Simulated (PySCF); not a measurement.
Bi(H)2(SiH3) (BiH5Si), SMILES [SiH3][BiH2].

Coordinates come from a B3LYP-D3(BJ)/def2-TZVP optimisation. The def2 effective core potentials stand for the cores of Bi; spin–orbit coupling is left out.

Calculation: IEF-PCM-M06-2X/def2-SVP run with PySCF.

The values are the electrostatic part of the solvation free energy, E(continuum) − E(gas) at the gas-phase geometry, in a cavity of scaled van der Waals radii (PySCF's table); cavitation and dispersion terms are not included. A continuum can't describe solvent molecules that bind to the metal. In vacuum the orbital gap is 8.58 eV. The dipole moment in vacuum is 0.91 D.

Computed values in water (ε = 78.36), N,N-dimethylformamide (ε = 37.22), tetrahydrofuran (ε = 7.43):
| solvent | ε | ΔG(elec) (kcal/mol) | dipole (D) | gap (eV) |
|---|---|---|---|---|
| water | 78.36 | -0.8 | 1.39 | 8.60 |
| N,N-dimethylformamide | 37.22 | -0.7 | 1.38 | 8.60 |
| tetrahydrofuran | 7.43 | -0.6 | 1.28 | 8.60 |
